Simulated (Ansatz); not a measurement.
C2H6F2Si2 (SMILES F[SiH](F)/C=C/[SiH3]), singlet, geometry from GFN2-xTB; B3LYP/def2-TZVPP (Ansatz, an electronic-structure program).

Ansatz was given this input:
Ansatz 0.2 input:
```yaml
crystal:
  periodic: [false, false, false]
  atoms:
    - {symbol: Si, position_ang: [3.02505317, -0.14798291, 0.26557912]}
    - {symbol: C, position_ang: [1.18375790, 0.23698483, 0.37947474]}
    - {symbol: C, position_ang: [0.19938734, -0.57854320, -0.00220884]}
    - {symbol: Si, position_ang: [-1.62433977, -0.17581776, 0.09629424]}
    - {symbol: F, position_ang: [-2.32641639, -0.46582442, -1.31431610]}
    - {symbol: F, position_ang: [-1.81951558, 1.40542671, 0.25268874]}
    - {symbol: H, position_ang: [3.58682956, -0.09897882, 1.61840525]}
    - {symbol: H, position_ang: [3.66719681, 0.86279478, -0.57706714]}
    - {symbol: H, position_ang: [3.20281458, -1.48274188, -0.30818371]}
    - {symbol: H, position_ang: [0.91093709, 1.20671982, 0.78109432]}
    - {symbol: H, position_ang: [0.46774506, -1.55032992, -0.40149691]}
    - {symbol: H, position_ang: [-2.43099455, -0.81132525, 1.11207219]}
basis:
  gaussian:
    orbitals: def2-TZVPP
hamiltonian:
  xc: b3lyp
```

What the program printed (banner, timings and long lists left out):

```
Functional definition: B3LYP
1608 factors; their error is unknown
mean field evaluation 1: about -23360.0226 eV, gradient 6.8e1 eV
mean field evaluation 2: about -23350.5903 eV, gradient 9.7e1 eV
mean field evaluation 4: about -23368.8468 eV, gradient 6.2e0 eV
mean field evaluation 8: about -23368.9657 eV, gradient 3.7e-1 eV
mean field evaluation 16: about -23368.9659 eV, gradient 5.6e-5 eV
mean field -23368.96585516 eV, -858.7936551230 hartree, gradient 5.6e-5 eV, S^2 0.000000; 0 other end points of the search recorded, 0 dependent functions left out
reference -23368.96616064 eV, -858.7936663492 hartree; 32, 32 occupied and 260, 260 virtual orbitals, 1608 factors
Total energy: -23368.96616064 eV, -858.7936663492 hartree
```
